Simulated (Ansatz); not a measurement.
Process, species as SMILES: [C](F)F (closed-shell singlet) → C atom + 2 F atom
B3LYP-D3(BJ)/def2-TZVP geometries, fixed; electronic energies without zero-point terms.
Largest species:
```
C
F 1 1.3036
F 1 1.3036 2 104.75
```

Basis-set convergence of the atomisation energy at B3LYP with Ansatz (a first-principles code). Cartesian d functions, on some or all atoms, in 6-31G**; all else is spherical. The program fits the integrals of some runs and decomposes those of others, by size. Open shells are unrestricted. No added dispersion term, no relativity. Functions are those of the species that has most. Reference: the value in aug-pcseg-3, 255.99 kcal/mol, itself unsure by roughly 0.23 kcal/mol (its mean distance from aug-cc-pVQZ, cc-pV5Z, def2-QZVPPD). Deviations are taken from unrounded values.

```tsv
basis	functions	atomisation energy (kcal/mol)	minus reference (kcal/mol)
STO-3G	15	268.88	12.89
3-21G	27	240.00	-15.99
cc-pVDZ	42	252.57	-3.42
pcseg-1	42	251.78	-4.21
6-31G**	45	258.69	2.71
6-311G**	54	251.90	-4.09
6-311+G**	66	248.43	-7.56
def2-SVPD	66	256.70	0.71
aug-cc-pVDZ	69	249.43	-6.55
aug-pcseg-1	69	253.17	-2.82
cc-pVTZ	90	256.37	0.38
pcseg-2	90	255.40	-0.58
def2-TZVPP	93	255.41	-0.58
def2-TZVPPD	117	255.02	-0.96
aug-cc-pVTZ	138	255.19	-0.80
pcseg-3	180	255.88	-0.11
aug-cc-pVQZ	240	255.90	-0.08
cc-pV5Z	273	255.89	-0.10
```

The smallest set listed that lies within 2 kcal/mol of the reference with all its larger relatives (same family, alike in diffuse functions; a set with none counts only in the reference's own line) is def2-SVPD (66 functions, 0.71 kcal/mol off). (Relatives not listed, tested too: def2-TZVPD -0.96, cc-pVQZ 0.34, def2-QZVP -0.56, def2-QZVPP -0.56, def2-QZVPPD -0.50 kcal/mol.)
